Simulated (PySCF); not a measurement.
## CsSb and its ions

PBE0; Cs def2-SVP with ECP46, Sb def2-SVP with ECP28; scalar-relativistic core potentials (PySCF 2.14). Neutral (UKS): triplet (π ↑↑), Re = 3.665 Å, ωe = 92.5 cm⁻¹, De = 1.14 eV, HOMO -3.32 eV, LUMO -1.33 eV.

CsSb⁺ (UKS): quartet (σ ↑, π ↑↑), Re = 4.232 Å, ωe = 33.7 cm⁻¹, De = 0.12 eV to Cs⁺ + Sb. The energies at the minima are -260.39984 hartree for CsSb and -260.21912 for CsSb⁺.

(1) Work out the adiabatic ionisation energy, without and with harmonic zero-point energies (1 hartree = 27.2114 eV, 1 eV = 8065.5 cm⁻¹), and the change of the bond length.

Weak bonds: CsSb⁺. Basis-set superposition, not corrected here, can be much of De in a small basis, most of all at correlated wavefunction levels. Spin–orbit coupling is left out, which matters for elements this heavy, above all for dissociation energies. For an ion De counts to the pair picked by the measured ionisation energies or electron affinities, which need not be the lowest pair at this level. States were picked by a PBE0 search and need not be the measured ground states.

## Answers

(1) At PBE0: 0.18072 hartree = 4.918 eV between the minima; the zero-point term (33.7 − 92.5)/2 cm⁻¹ = -0.004 eV makes it 4.914 eV. Re changes by +56.7 pm against the neutral. The electron leaves a σ orbital, and the ion is left as a loose complex of an ion and an atom.
